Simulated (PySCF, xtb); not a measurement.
Mo(NH)2(Cl)(Br) (BrClH₂MoN₂), SMILES [NH]=[Mo](=[NH])([Cl])[Br], multiplicity 1.

Harmonic wavenumbers (cm⁻¹) from xtb 6.7.1 with GFN2-xTB at its own minimum, in rising order: 92, 144, 160, 178, 233, 275, 335, 547, 634, 669, 684, 955, 1015, 3419, 3424.

**Question.** What does PySCF with PBE0-D3(BJ)/def2-SVP give at its own minimum? (An estimate is asked for; the answer gives what the named calculation found.)

**Answer.** 92, 159, 193, 208, 276, 332, 379, 411, 641, 655, 749, 1018, 1057, 3617, 3621. Paired by order, the mean absolute difference is 63 cm⁻¹ and the zero-point energies are 18.2 and 19.2 kcal/mol.
